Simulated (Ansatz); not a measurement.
`F[SiH](F)[S][GeH3]`, charge 0, multiplicity 1.

Task: Give a relaxed structure at PBE0-D4/def2-TZVP (the Gaussian-basis code of Ansatz). (Best estimate.)

Result: Ansatz gave: 
Z-matrix (Å, degrees):
```
Si
F 1 1.589
S 1 2.092 2 111.0
F 1 1.587 2 105.0 3 121.2
H 1 1.471 2 109.6 3 -122.3
Ge 3 2.247 1 98.6 2 47.5
H 6 1.532 3 104.4 1 154.8
H 6 1.532 3 108.8 1 -86.3
H 6 1.532 3 109.1 1 35.4
```
This is one stationary point; other conformers may exist.
